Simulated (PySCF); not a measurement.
## Working with the constants of BiH

UHF-CCSD(T) constants of BiH, ³Σ⁻ (triplet), unpaired electrons π ↑↑ (basis Bi cc-pVTZ-PP with ECP60, H cc-pVTZ; scalar-relativistic core potentials; PySCF 2.14; masses 208.9804 and 1.0078 u):

| Quantity | Value |
| --- | --- |
| ωe | 1802.3 cm⁻¹ |
| ωexe | 28.7 cm⁻¹ |
| Be | 5.2102 cm⁻¹ |
| αe | 0.127 cm⁻¹ |
| D (centrifugal) | 0.000174 cm⁻¹ |
| De to Bi + H | 2.35 eV |

(1) Give the vibrational terms G(v) and spacings up to v = 6.

(2) How well does the Morse estimate ωe²/(4ωexe) reproduce De, and what is D0?

Correlated steps freeze 4 core orbitals. Spin–orbit coupling is left out, which matters for elements this heavy, above all for dissociation energies. The state is the lowest determinant that a PBE0 search found; another state may lie lower at other levels.

Answers

(1) G(v) = ωe(v+½) − ωexe(v+½)².

```tsv
v	G(v) (cm⁻¹)	G(v) − G(v−1)	Bv (cm⁻¹)
0	894.0		5.147
1	2638.9	1744.9	5.020
2	4326.4	1687.5	4.893
3	5956.5	1630.1	4.766
4	7529.2	1572.7	4.639
5	9044.5	1515.3	4.512
6	10502.4	1457.9	4.385
```

(2) It gives 3.51 eV, 149 % of the computed De. D0 = De − G(0) = 2.35 − 0.11 = 2.24 eV.
